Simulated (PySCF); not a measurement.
## Ionisation energy of Pt(67+) by level of theory

Pt(67+) [Ne] 3s1 (2S) → Pt(68+) [Ne] (1S), as a difference of total energies. Calculation: PySCF 2.14, in an uncontracted even-tempered set (17 s from 20 bohr⁻², ratio 2.5; 12 p from 26 bohr⁻², ratio 2.5; 4 d from 95 bohr⁻², ratio 2.7; 4 f from 140 bohr⁻², ratio 2.7); the spin-free X2C one-electron Hamiltonian (Gaussian nucleus). Correlated levels: outer shells: 1s2 frozen; virtual orbitals above 40 to 60 times the deepest correlated orbital energy dropped. The calculations carry no spin-orbit coupling.

```tsv
method	ionisation energy (eV)
UHF	8106.5
LDA	8110.2
PBE	8116.4
PBE0	8114.0
r2SCAN	8105.3
PW91	8117.1
M06-L	8101.6
MP2 (outer shells)	8107.3
SCS-MP2 (outer shells)	8107.2
```

Breit and QED terms and the two-electron picture change are absent.

For comparison: 8100 ± 40 eV (theoretical estimate listed by NIST; NIST Atomic Spectra Database, ionization energies).
